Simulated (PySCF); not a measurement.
[MnO4]2-: Mn(VI) (d1), charge -2. The structure is a PBE0-D3(BJ)/def2-TZVP, IEF-PCM water geometry optimised for multiplicity 2; coordination tetrahedral, point group Td, metal–donor distances 1.63 Å.

The d shell alone is too small an active space for [MnO4]2- (an active orbital has only 0.52 squared overlap with the free ion's shell): its levels, fitted parameters, g values and moments show what this model gives and aren't sound predictions.

```
5

Mn    0.0000    0.0000    0.0000
O     0.9409    0.9409    0.9409
O     0.9409   -0.9409   -0.9409
O    -0.9409   -0.9409    0.9409
O    -0.9409    0.9409   -0.9409
```

Method (PySCF 2.14, density fitting): CASSCF(1,5) with orbitals averaged over all microstates of the shell, strongly contracted NEVPT2 on the averaged canonical orbitals; basis x2c-TZVPall on the metal, x2c-SVPall elsewhere; spin-free X2C; IEF-PCM water; spin-orbit coupling by state interaction with the mean-field operator over all roots.

Task: What is the ground state?

Result: 2E (S = 1/2, orbital degeneracy 2), with 1.0 electrons in the lower (e-type) set and 0.0 in the upper (t2-type) set, by NEVPT2.

Task: List the excited states of the same spin.

Result: By NEVPT2: 2T2 at 17273 cm⁻¹ (579 nm). The strongest, at 17273 cm⁻¹, has f = 8.4e-03.

Task: What ligand-field parameters describe the result?

Result: At NEVPT2 level: orbital energies 0, 0, 17272, 17273, 17273 cm⁻¹; 10Dq = 17273 cm⁻¹; ζ = 237 cm⁻¹ (free ion 518), lowered by covalency.

Task: What are the magnetic parameters?

Result: The ground state is orbitally degenerate (an E term, whose orbital moment is quenched to first order), so no simple spin Hamiltonian is given. The lowest spin-orbit level is 4-fold; the next lies at 17242.7 cm⁻¹. μeff is 1.72 μB at 300 K and 1.71 μB at 10 K; the spin-only value is 1.73 μB.

No frequencies were computed for the optimised geometry. Charge-transfer states lie outside this active space and may come lower than some of these levels. The ground state is orbitally degenerate in this regular structure, which would distort (Jahn–Teller), so its moment is that of the undistorted model. NEVPT2 on the d shell alone tends to put d–d bands too high for such charged or covalently bound ions.

The job took 4.2 s on one thread of Arm Neoverse V1 (shared host), with 104 basis functions, launched as `OMP_NUM_THREADS=1 python lf_run.py task.json out`.
